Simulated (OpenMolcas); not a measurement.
**Cl+: effect of the IPEA shift**

- Program: OpenMolcas 26.06
- Basis: ANO-R2 [5s4p3d1f]
- Scalar Hamiltonian: X2C, finite nucleus
- Active space: 6 electrons in 8 orbitals (3s 3p 4s 4p)
- State averaging: 2S+1 = 3 even, 3 roots; 2S+1 = 1 even, 6 roots; 2S+1 = 3 odd, 1 root; 2S+1 = 1 odd, 5 roots
- Spin-orbit coupling: RASSI with atomic mean-field integrals over the reference wave functions, term energies averaged over their components

Methods on the same reference wave functions:
A. CASSCF
B. SS-CASPT2, IPEA 0.25 Eh, imaginary shift 0.1 Eh (closed shells correlated: 2s 2p)
C. SS-CASPT2, IPEA 0.5 Eh, imaginary shift 0.1 Eh (closed shells correlated: 2s 2p)

Energies in cm-1 above 3s2 3p4 3P2, the measured ground level; measured values from NIST Handbook of Basic Atomic Spectroscopic Data.

```json
{"Level": "3s2 3p4 3P2", "A": "0.0", "B": "0.0", "C": "0.0", "Measured": "0.0"}
{"Level": "3s2 3p4 3P1", "A": "625", "B": "627", "C": "627", "Measured": "696"}
{"Level": "3s2 3p4 3P0", "A": "898", "B": "904", "C": "904", "Measured": "996"}
{"Level": "3s2 3p4 1D2", "A": "14254", "B": "12420", "C": "12300", "Measured": "11654"}
{"Level": "3s2 3p4 1S0", "A": "26010", "B": "28910", "C": "28810", "Measured": "27878"}
```

Deviations, from unrounded energies. A percentage is the sum of absolute deviations over the sum of measured energies, with the sign that they share, or ± where signs differ.

```
                        Against measurement  Levels      A     B     C
             mean absolute deviation (cm-1)       4   1200   490   430
      fine structure of the ground term (%)       2  -10.0  -9.6  -9.5
other terms of the ground configuration (%)       2  ±11.3  +4.5  +4.0
```

C lies closest to measurement on these levels and A furthest from it. The largest miss of C in the table is 3s2 3p4 1S0, by +930 cm-1. The ranking rests on the paired levels alone, and a cruder setting can come out closer through cancelling errors.

Between B and C the level of the table that moves most is 3s2 3p4 1D2, by 120 cm-1 (lowest in C, highest in B). Moves below CASPT2's spread within the term are not significant.

The mean deviations of B to C differ by less than CASPT2's widest spread within a term (110 cm-1), so their order carries little weight.

From A to B the spin-free energies of the other terms of 3s2 3p4 shown, above 3P, scale by factors of 0.87 to 1.11.

The lowest spin-free term lies below A's lowest term by 0.313 hartree in B, 0.309 hartree in C.

CASPT2 does not keep the components of a term degenerate, so their means are used; among the terms shown or strongly mixed into the levels shown the widest spread is 110 cm-1 (3s2 3p4 1D, C). The run also gave levels led by 3s2 3p3 4s, which use shells meant for correlation; these and all levels above them are left out. Without dynamic correlation excited terms often stand tens of per cent too high (terms of higher spin than the ground term too low), and those without a measured partner can miss by more than the paired ones (holds for A). Computed and measured levels are paired by configuration, term and J; levels that our copy of the source lacks, or whose pairing is in doubt (as where it misses far off the trend of its configuration), stay unpaired and out of the deviations. Levels of configurations outside the active space are missing. The table leaves out levels that lie high or whose names do not pair safely across all columns.
